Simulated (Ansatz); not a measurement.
Two structures of GaH$_{4}$Br, singlet, reached by relaxing down either side of one saddle point (PBE0-D4/def2-TZVP). Energies are electronic, without zero-point energy. Program: Ansatz 0.2.0. Basis: def2-TZVPP and def2-QZVPP. Cores are frozen in the correlated methods. Filled d shells of the heavier atoms are correlated. The def2 sets are not built for correlating such inner shells, so the correlated values are less sure here. Extrapolation: Hartree–Fock as exp(−7.88 √X), correlation as X^−2.97. First:

Ga1  (-0.594, -0.508, -0.547)
H2  (0.294, 0.277, -1.584)
H3  (-0.206, -1.978, -0.157)
H4  (-1.989, 0.076, -0.129)
H5  (1.667, 1.437, 0.769)
Br6  (0.829, 0.696, 1.649)
(Å)

Second:

```
6
angstrom
Ga -0.5504 -0.4834 0.3791
H 0.7496 0.6724 -1.4882
H 0.0423 -1.8224 -0.1485
H -1.8004 0.2995 -0.1182
H 1.0873 0.9565 -0.8798
Br 0.4716 0.3773 2.2557
```

Problem. Which bonds change from the first to the second?

Solution. GaH₃ + HBr → GaH₂Br ([GaH2][Br]) + H₂; bonds formed: H2–H5; dative contacts that become bonds: Ga1–Br6; bonds broken: Ga1–H2, H5–Br6.

Problem. Give the saddle point's structure and its height above each. (Judge from chemistry; the value comes from the calculation.)

Solution. Computed: 27.1 kJ/mol above the first and 133.5 kJ/mol above the second (CCSD(T) at an estimated basis limit (MP2 extrapolated from triple and quadruple zeta, plus CCSD(T) − MP2 in triple zeta)).
```
atom    x (Å)    y (Å)    z (Å)
 Ga1  -0.5143  -0.4421  -0.3157
  H2   0.5885   0.5262  -1.0777
  H3  -0.0605  -1.9237  -0.2105
  H4  -1.9159   0.2130  -0.1802
  H5   0.9659   0.8372   0.1071
 Br6   0.9363   0.7893   1.6770
```

T1 diagnostic: at most 0.011. The start structure is not quite a true minimum (one mode of 49i cm⁻¹).

Labels in which every atom is bracketed show which atoms are joined, not bond orders.

For scale, one of the runs: CCSD(T)/def2-TZVPP, 152 basis functions, launched by `ansatz run in.yaml --threads 2 --pin off --events-out ev --progress --plain --max-ram 4352MiB`. The run took 37 s on 2 CPU threads of an Arm Neoverse V1 (shared host), with 1 GiB of host memory at its peak.
